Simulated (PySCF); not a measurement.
Job for PySCF: D3(BJ) and D4 dispersion corrections on H3NOSn (SMILES [NH2][Sn][OH]), a point of a torsion scan.

```python
from pyscf import gto
from pyscf.dispersion import dftd3, dftd4

mol = gto.M(
    atom='''
    N    -1.23368705   -0.05022705    0.19997572
    Sn    0.41750323   -1.16457614    0.73802789
    O     1.82441828   -0.04242501   -0.21802742
    H    -2.21031284   -0.21945229    0.39854517
    H    -1.18247914    0.78537475   -0.36788224
    H     2.36805060    0.70567697    0.00624571
    ''',
    basis='def2-svp',
    charge=0, spin=0, verbose=0, max_memory=1800)
d3, d4 = {}, {}
for xc in ['hf', 'pbe', 'blyp', 'revpbe', 'tpss', 'r2scan', 'b3lyp', 'pbe0', 'bhlyp', 'camb3lyp', 'b2plyp']:
    d3[xc] = float(dftd3.DFTD3Dispersion(mol, xc=xc, version='d3bj', atm=False).get_dispersion()['energy'])
    print(f'D3(BJ) {xc:10s} {d3[xc]:14.8f} Eh')
for xc in ['hf', 'pbe', 'blyp', 'revpbe', 'tpss', 'r2scan', 'b3lyp', 'pbe0', 'bhlyp', 'camb3lyp', 'b2plyp']:
    d4[xc] = float(dftd4.DFTD4Dispersion(mol, xc={'camb3lyp': 'cam-b3lyp'}.get(xc, xc), atm=True).get_dispersion()['energy'])
    print(f'D4     {xc:10s} {d4[xc]:14.8f} Eh')
```

The log:

```
D3(BJ) hf            -0.03080501 Eh
D3(BJ) pbe           -0.00353551 Eh
D3(BJ) blyp          -0.00810501 Eh
D3(BJ) revpbe        -0.00868862 Eh
D3(BJ) tpss          -0.00458820 Eh
D3(BJ) r2scan        -0.00093703 Eh
D3(BJ) b3lyp         -0.00672539 Eh
D3(BJ) pbe0          -0.00317293 Eh
D3(BJ) bhlyp         -0.00571678 Eh
D3(BJ) camb3lyp      -0.00307977 Eh
D3(BJ) b2plyp        -0.00335736 Eh
D4     hf            -0.01308869 Eh
D4     pbe           -0.00371887 Eh
D4     blyp          -0.00819975 Eh
D4     revpbe        -0.01053331 Eh
D4     tpss          -0.00499987 Eh
D4     r2scan        -0.00081202 Eh
D4     b3lyp         -0.00611703 Eh
D4     pbe0          -0.00311603 Eh
D4     bhlyp         -0.00510602 Eh
D4     camb3lyp      -0.00319224 Eh
D4     b2plyp        -0.00255195 Eh
```

The run finished.

Cost: roughly 0.020 core-seconds.
